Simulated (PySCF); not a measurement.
**Working with the constants of RbH**

RHF-CCSD(T) constants of RbH, ¹Σ⁺ (singlet), closed shell (Rb def2-TZVPP with ECP28, H def2-TZVPP; scalar-relativistic core potentials (PySCF 2.14); masses 84.9118 and 1.0078 u):

- ωe: 937.2 cm⁻¹
- ωexe: 16.3 cm⁻¹
- Be: 2.9224 cm⁻¹
- αe: 0.0770 cm⁻¹
- D (centrifugal): 0.000114 cm⁻¹
- De to Rb + H: 1.60 eV

Problem. Give the vibrational terms G(v) and spacings up to v = 6.

Solution. G(v) = ωe(v+½) − ωexe(v+½)².

| v | G(v) (cm⁻¹) | G(v) − G(v−1) | Bv (cm⁻¹) |
| --- | --- | --- | --- |
| 0 | 465 |  | 2.884 |
| 1 | 1369 | 905 | 2.807 |
| 2 | 2241 | 872 | 2.730 |
| 3 | 3081 | 839 | 2.653 |
| 4 | 3887 | 807 | 2.576 |
| 5 | 4662 | 774 | 2.499 |
| 6 | 5403 | 742 | 2.422 |

Problem. How well does the Morse estimate ωe²/(4ωexe) reproduce De, and what is D0?

Solution. It gives 1.67 eV, 104 % of the computed De. D0 = De − G(0) = 1.60 − 0.06 = 1.54 eV.

Measured values (Huber and Herzberg, Constants of Diatomic Molecules (1979)): ωe = 936.94 cm⁻¹, ωexe = 14.21 cm⁻¹, Be = 3.02 cm⁻¹, αe = 0.072 cm⁻¹.

Correlated steps freeze no core orbitals. Where the molecule has an RHF reference, its open-shell atoms are computed with UHF. The CCSD T1 diagnostic is raised, a sign that a single reference may not be enough here.
